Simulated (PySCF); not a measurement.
## `InChI=1S/C3H7ClSi2/c4-3(6)1-2-5/h2H,5-6H3`

Geometry (Å), atoms numbered from 1 in this order:
```xyz
13

Si   -2.4868    0.7200   -0.4017
C    -1.3077   -0.7410   -0.1962
C    -0.0246   -0.6541   -0.3541
C     1.2543   -0.4722   -0.4612
Si    2.4473   -0.0051    0.9263
Cl    2.0399   -0.6830   -2.0241
H    -3.4607    0.3737   -1.4408
H    -3.1838    0.9178    0.8728
H    -1.7331    1.9164   -0.7669
H    -1.7458   -1.6953    0.0670
H     1.6572    0.1685    2.1453
H     3.4252   -1.0843    1.0736
H     3.1142    1.2391    0.5422
```

Computed, not measured: PySCF 2.14.0, TDDFT CAM-B3LYP/def2-SVPD circular dichroism and optical rotation, one conformer, gas phase. Geometry: GFN2-xTB.

No stereocentre is labelled: unless the shape is locked (an allene, a helicene, a hindered biaryl), the mirror image is equally populated and a measured rotation or CD is zero.

Task: List the lowest 16 singlet excitations with oscillator and rotatory strengths.

Result: Rotatory strengths R in 10⁻⁴⁰ esu² cm², velocity form and length form (origin at the centre of mass); f in length form.
| state | E (eV) | λ (nm) | f | R (velocity) | R (length) | main |
| --- | --- | --- | --- | --- | --- | --- |
| 1 | 4.61 | 269 | 0.0003 | -0.1 | -0.3 | HOMO→LUMO 0.97 |
| 2 | 6.12 | 203 | 0.001 | -7.8 | -8.2 | HOMO−1→LUMO+1 0.86 |
| 3 | 6.17 | 201 | 0.006 | -0.4 | -0.4 | HOMO−1→LUMO 0.43, HOMO→LUMO+1 0.43 |
| 4 | 6.53 | 190 | 0.118 | -8.1 | -7.2 | HOMO−2→LUMO 0.59, HOMO→LUMO+1 0.16 |
| 5 | 6.56 | 189 | 0.002 | +0.1 | +0.4 | HOMO→LUMO+2 0.62, HOMO−2→LUMO 0.12 |
| 6 | 6.82 | 182 | 1.289 | +13.1 | +16.8 | HOMO−1→LUMO 0.49, HOMO→LUMO+1 0.28 |
| 7 | 7.11 | 174 | 0.011 | -1.7 | -1.7 | HOMO→LUMO+3 0.50, HOMO→LUMO+2 0.15 |
| 8 | 7.31 | 170 | 0.009 | -28.4 | -29.1 | HOMO−1→LUMO+2 0.86 |
| 9 | 7.33 | 169 | 0.0004 | +0.1 | +0.2 | HOMO−2→LUMO+1 0.83 |
| 10 | 7.67 | 162 | 0.0003 | +2.9 | +3.6 | HOMO→LUMO+5 0.56, HOMO−3→LUMO 0.21 |
| 11 | 7.76 | 160 | 0.017 | -11.8 | -13.2 | HOMO→LUMO+6 0.36, HOMO→LUMO+4 0.16 |
| 12 | 7.81 | 159 | 0.015 | -5.4 | -5.0 | HOMO→LUMO+5 0.24, HOMO−3→LUMO 0.21 |
| 13 | 7.90 | 157 | 0.004 | -3.0 | -3.5 | HOMO→LUMO+8 0.41, HOMO→LUMO+4 0.22 |
| 14 | 8.06 | 154 | 0.013 | -35.4 | -33.7 | HOMO→LUMO+7 0.52, HOMO→LUMO+4 0.11 |
| 15 | 8.11 | 153 | 0.015 | +20.3 | +19.9 | HOMO−2→LUMO+2 0.33, HOMO→LUMO+7 0.16 |
| 16 | 8.17 | 152 | 0.011 | -32.2 | -31.7 | HOMO→LUMO+8 0.42, HOMO→LUMO+6 0.23 |

Among the states computed, the strongest CD band (largest |R|) is state 14. The largest dissymmetry factor in size, g = 4R/(D+G), with D and G the electric and magnetic dipole strengths, is +0.093 for state 10 (velocity form, f = 0.0004), among bands with |R| over 0.5. The mirror image has the same energies and oscillator strengths and all R with the opposite sign.
